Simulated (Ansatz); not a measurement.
Ansatz (a program for electronic structure) input (B3LYP-D3(BJ)/def2-TZVP):

Ansatz 0.2 input:
```yaml
crystal:
  periodic: [false, false, false]
  atoms:
    - {symbol: C, position_ang: [-1.54981974, -0.14913142, -0.17599675]}
    - {symbol: C, position_ang: [-0.25828733, 0.00002329, 0.61506553]}
    - {symbol: C, position_ang: [0.95804190, 0.09348022, -0.29991633]}
    - {symbol: O, position_ang: [2.11146165, 0.23370166, 0.50259763]}
    - {symbol: H, position_ang: [-1.52517055, -1.05098883, -0.78405895]}
    - {symbol: H, position_ang: [-1.69646611, 0.70394501, -0.83512802]}
    - {symbol: H, position_ang: [-2.40002574, -0.21245598, 0.49815372]}
    - {symbol: H, position_ang: [-0.29391519, 0.89953132, 1.23123040]}
    - {symbol: H, position_ang: [-0.12235021, -0.85296586, 1.28138789]}
    - {symbol: H, position_ang: [0.85049300, 0.95775252, -0.97250215]}
    - {symbol: H, position_ang: [1.02806348, -0.81424287, -0.91792858]}
    - {symbol: H, position_ang: [2.88631810, 0.29431677, -0.06477580]}
basis:
  gaussian:
    orbitals: def2-TZVP
hamiltonian:
  xc: b3lyp
  dispersion: d3bj
relax: {f_tol: 0.002, max_steps: 150}
```

End of the output:

```
relax step   5: F+E_penalty+E_count = -5291.22953146 eV  Δ(F+E_penalty+E_count) = -9.750e-6 eV  max|allowed force component| = 1.452e-2 eV/Å  Δτ_max = 0.0008 Å  (32 SCF iters, accepted)
these checks for a lower state are left out or cut short: starts, cluster_reference, orbital_swaps, neighbouring_geometries, increment
integrals: 0.07 GiB planned
1043 factors; their error is unknown
mean field: 0.73 GiB planned
mean field -5290.91426874 eV, -194.4375130657 hartree, gradient 1.3e-5 eV, S^2 0.000000; 0 other end points of the search recorded, 0 dependent functions left out
the calculation of the forces begins
reference -5290.91453987 eV, -194.4375230295 hartree; 17, 17 occupied and 155, 155 virtual orbitals, 1043 factors
relax step   6: F+E_penalty+E_count = -5291.22953651 eV  Δ(F+E_penalty+E_count) = -5.044e-6 eV  max|allowed force component| = 1.617e-3 eV/Å  Δτ_max = 0.0006 Å  (31 SCF iters, accepted)
integrals: 0.07 GiB planned
1043 factors; their error is unknown
mean field: 0.73 GiB planned
mean field evaluation 64: about -5290.9314 eV, gradient 7.7e-1 eV
mean field -5290.91426874 eV, -194.4375130657 hartree, gradient 1.3e-5 eV, S^2 0.000000; 1 other end points of the search recorded, 0 dependent functions left out
the calculation of the forces begins
reference -5290.91453987 eV, -194.4375230295 hartree; 17, 17 occupied and 155, 155 virtual orbitals, 1043 factors
Total energy: -5291.22980764 eV, -194.4491089063 hartree
Atom 0 at    -1.551798    -0.149879    -0.174758 Å, force     0.000148    -0.000030    -0.000698 eV/Å
Atom 1 at    -0.250606     0.001526     0.607806 Å, force    -0.001157    -0.000073     0.000719 eV/Å
Atom 2 at     0.959739     0.094416    -0.299955 Å, force     0.000983     0.000075    -0.000559 eV/Å
Atom 3 at     2.122495     0.233362     0.513224 Å, force     0.001548     0.000125     0.000049 eV/Å
Atom 4 at    -1.543876    -1.053776    -0.788710 Å, force    -0.000005     0.000219     0.000181 eV/Å
Atom 5 at    -1.717195     0.701061    -0.840020 Å, force     0.000024    -0.000220     0.000170 eV/Å
Atom 6 at    -2.408277    -0.214817     0.497478 Å, force     0.000148     0.000028     0.000167 eV/Å
Atom 7 at    -0.285409     0.898032     1.232165 Å, force     0.000034     0.000209    -0.000006 eV/Å
Atom 8 at    -0.113165    -0.846726     1.283333 Å, force     0.000142    -0.000169     0.000020 eV/Å
Atom 9 at     0.853241     0.954918    -0.973955 Å, force    -0.000140     0.000339    -0.000242 eV/Å
Atom 10 at     1.027557    -0.808133    -0.921955 Å, force    -0.000107    -0.000344    -0.000274 eV/Å
Atom 11 at     2.895638     0.292980    -0.056524 Å, force    -0.001617    -0.000159     0.000473 eV/Å
Dipole moment:    -0.002937    -0.009451    -0.310414 e Å
```
